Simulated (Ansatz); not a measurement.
Ansatz (a program for electronic structure) input (B3LYP/def2-TZVPD):

Ansatz 0.2 input:
```yaml
crystal:
  periodic: [false, false, false]
  atoms:
    - {symbol: Li, position_ang: [-0.00000000, -0.00000000, -0.00000000]}
    - {symbol: F, position_ang: [1.87520030, -0.00004519, -0.02881500]}
    - {symbol: F, position_ang: [-0.93760611, 1.62418276, 0.01147264]}
    - {symbol: F, position_ang: [-0.93759420, -1.62413757, 0.01734236]}
basis:
  gaussian:
    orbitals: def2-TZVPD
hamiltonian:
  xc: {name: B3LYP}
total_charge: -2
magnetization: {spin_polarized: true, initial_magnetization: 2}
```

End of the output:

```
integrals: 0.04 GiB planned
756 factors; their error is unknown
mean field: 0.51 GiB planned
mean field evaluation 1: about -8333.7948 eV, gradient 8.4e1 eV
mean field evaluation 2: about -8321.4378 eV, gradient 1.2e2 eV
mean field evaluation 4: about -8357.7691 eV, gradient 5.6e0 eV
mean field evaluation 8: about -8357.8918 eV, gradient 5.2e-1 eV
mean field evaluation 16: about -8357.9296 eV, gradient 1.4e-3 eV
mean field evaluation 32: about -8357.8385 eV, gradient 8.4e-1 eV
mean field evaluation 64: about -8357.8431 eV, gradient 1.8e-2 eV
mean field evaluation 96: about -8357.8479 eV, gradient 1.1e-1 eV
mean field evaluation 128: about -8357.8846 eV, gradient 5.0e-1 eV
mean field -8357.92962184 eV, -307.1482483943 hartree, gradient 7.0e-6 eV, S^2 2.010299; 13 other end points of the search recorded, 0 dependent functions left out
reference -8357.92984976 eV, -307.1482567702 hartree; 17, 15 occupied and 120, 122 virtual orbitals, 756 factors
Total energy: -8357.92984976 eV, -307.1482567702 hartree
```

This state (charge -2, triplet) is run at the relaxed geometry of the species with charge -2 and multiplicity 1, and is a spin state other than that species' own.
